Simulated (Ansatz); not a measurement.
Born–Oppenheimer molecular dynamics of C2H4BCl (8 atoms, charge 0, multiplicity 1). It starts at the highest image of a converged band. Of that band: Neighbouring images differ by up to 2.4 eV, so the band resolves the path poorly. A vibrational analysis at the climbing image gives one clearly imaginary mode, 875i cm⁻¹: a first-order saddle point.

These are results of RHF/def2-SVP in Ansatz, not measurements.

- ensemble: NVE (velocity Verlet)
- time step: 0.5 fs
- steps asked: 200
- starting velocities drawn for: 300 K
- seed: 11831

First frame:

```xyz
8
Properties=species:S:1:pos:R:3
Cl -2.123 1.343 0.443
B -0.588 0.210 -0.294
C 0.744 0.461 -0.264
C 0.242 -1.056 -0.186
H 1.726 0.893 -0.218
H -0.825 1.434 0.835
H 0.393 -1.688 -1.060
H 0.430 -1.597 0.744
```

What does the run give?

All steps were run.

| Item | Value |
| --- | --- |
| steps done | 200 |
| time covered | 100 fs |
| mean temperature over the second half | 3374 K |
| spread of the potential energy over the second half | 121.2 meV per atom |
| mean potential energy of the second half above the start | -299.0 meV per atom |

The conserved energy wandered by up to 7.9 meV per atom (net -4.4 meV per atom), which is poor conservation. The system heated up, since it started high on the potential surface and ran downhill. A run of 0.1 ps of so small a system gives no equilibrium averages. The orbitals stay closed-shell, which can raise the energy where a bond breaks towards radicals; this wasn't checked here.

What happens to the structure?

The step under study would form B2–H6 and break C3–H6. These pairs go: B2–H6 1.68 → 2.63 Å, C3–H6 2.15 → 1.09 Å. In the last frame they stand as before the step (other bonds may differ from the relaxed reactants and products). These pairs come and go: their bonding changes 15 times, last at 96 of 100 fs, so the outcome isn't settled. Also parted: Cl1–H6 1.36 → 3.97 Å. It ends as one piece, C2H4BCl. Pairs count as bonded within 1.25 times the sum of covalent radii (0.12 Å more for H–H). The details hang on the random start.

How do temperature and energy run in time?


```
time (fs)  T (K)  potential energy less start (eV)  conserved less start (meV/atom)
      0.0    300                             0.000                             0.00
      8.0    133                             0.131                             0.12
     16.0   1277                            -0.755                             0.42
     24.0   4312                            -3.116                            -0.62
     32.0   4872                            -3.550                            -0.60
     40.0   2909                            -2.023                             0.04
     48.0   3576                            -2.592                            -6.43
     56.0   2675                            -1.838                             0.48
     64.0   3413                            -2.417                            -0.26
     72.0   2851                            -1.997                            -2.30
     80.0   2073                            -1.374                             0.12
     88.0   5470                            -4.034                            -3.03
     96.0   5686                            -4.197                            -2.53
```

Time of the run: 3 min on 1 thread of AMD EPYC 7R13 Processor (Zen 3), with other jobs on the host, peak memory 0.16 GiB.
